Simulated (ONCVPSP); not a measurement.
## Ti: one change to an ONCV potential, before and after

- Element: titanium
- Generator: ONCVPSP 4.0.1
- Type: optimised norm-conserving Vanderbilt (ONCV)
- Functional: LDA (Perdew-Wang 92)
- Relativity: scalar-relativistic
- Frozen core: [Ne]
- Valence charge: 12
- Reference configuration: 3s2 3p6 3d2 4s2
- Partial waves: 3s+4s: rc 1.55 bohr, ncon 4, nbas 9, qcut 6.8 1/bohr, 2 projectors; 3p: rc 0.95 bohr, ncon 4, nbas 9, qcut 7.9 1/bohr, 1 projector; 3d: rc 2.55 bohr, ncon 3, nbas 8, qcut 5.5 1/bohr, 2 projectors, debl 0.6 Ha; f scattering state at 0.34 Ha: rc 2.00 bohr, ncon 4, nbas 7, qcut 5.2 1/bohr, 1 projector
- Local potential: polynomial inside 0.95 bohr (lpopt 3, dvloc0 3 Ha)
- Core correction: Teter function, fcfact 3.75, rcfact 1.3

Change: local potential polynomial inside 0.75 bohr (lpopt 5, dvloc0 0 Ha).

Cutoffs: the cutoffs (Ha) at which the residual kinetic energy of the hardest occupied pseudo-wave falls to 1 and 0.1 mHa per electron; they do not see the model core or the augmentation charge, which bear on the density cutoff. Errors are all-electron minus pseudo energies relative to the spin-unpolarised reference configuration.

How do hardness, ghosts and transferability respond?

The potential gets neither clearly harder nor softer (33 Ha and 233 Ha → 33 Ha and 233 Ha); the lowest positive-energy flag moves from none to f at 48.2 eV; the errors of the 4 common tests hardly move; the range in which the d phases agree narrows (upper end 3.5 → 1.1); the range in which the f phases agree narrows (upper end 4.7 → 1.7); neither file shows a bound ghost.

| quantity | base | changed |
| --- | --- | --- |
| cutoff, loose | 33 Ha | 33 Ha |
| cutoff, tight | 233 Ha | 233 Ha |
| bound ghosts | none | none |
| GHOST(+) flags under 300 eV | none | f at 48.2 eV, s at 169.6 eV |
| error for 3s2 3p6 3d2 4s1, meV [ΔE 7.53 eV] | +0.4 | +0.4 |
| error for 3s2 3p6 3d2 4s0, meV [ΔE 21.32 eV] | -2.2 | -1.9 |
| error for 3s2 3p6 3d1 4s0, meV [ΔE 48.52 eV] | +397 | +400 |
| error for 3s2 3p6 3d2 4s1.5, meV [ΔE 3.01 eV] | +0.1 | +0.1 |
| s: phases at 1.57 bohr within 0.05 rad from the reference energy up to (Ha; the scan ends near 5) | to the end of the scan | to the end of the scan |
| p: phases at 0.96 bohr within 0.05 rad from the reference energy up to (Ha; the scan ends near 5) | to the end of the scan | to the end of the scan |
| d: phases at 2.58 bohr within 0.05 rad from the reference energy up to (Ha; the scan ends near 5) | 3.5 | 1.1 |
| f: phases at 2.03 bohr within 0.05 rad from the reference energy up to (Ha; the scan ends near 5) | 4.7 | 1.7 |
| rms error of d²Exc/dni dnj with the model core, mHa | 2.26 | 2.26 |
